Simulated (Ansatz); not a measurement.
`[F][Zn][GaH2]` + `CC(C)[O][GeH2][F]` → `CC(C)[O][Zn][F]` + `[F][GeH2][GaH2]`  (redistribution)

Program: Ansatz. Geometries: PBE0-D4/def2-TZVP. ΔE: electronic, gas phase. CCSD(T)/CBS is the MP2 limit (def2-TZVPP, def2-QZVPP) plus CCSD(T) − MP2 in def2-TZVPP, frozen cores. DFT in def2-TZVPP. For Ga, Ge, Zn outer-core shells are correlated without core-valence functions, which leaves a few kJ/mol of doubt a bond. Scalar relativity is left out up to krypton. One conformer a species, not always the lowest.

```csv
level,ΔE (kcal/mol)
ωB97X-V,12.5
r2SCAN,11.3
HF/def2-TZVPP,15.0
CCSD/def2-TZVPP,12.0
```

Q: What does CCSD(T)/CBS give? (An estimate is asked.)

A: The calculation gave: +12.0 kcal/mol. The listed levels differ from it by 0.5, -0.7, 3.0, 0.0 kcal/mol.

Largest T1 diagnostic among the species: 0.016.

From PBE to PBE0 (25 % exact exchange), in def2-TZVPP and without D4, ΔE moves by +0.9 kcal/mol. In def2-TZVPP, CCSD(T) changes the Hartree–Fock value by −3.3 kcal/mol (the triples alone add −0.2 kcal/mol) and MP2 by −3.0 kcal/mol.
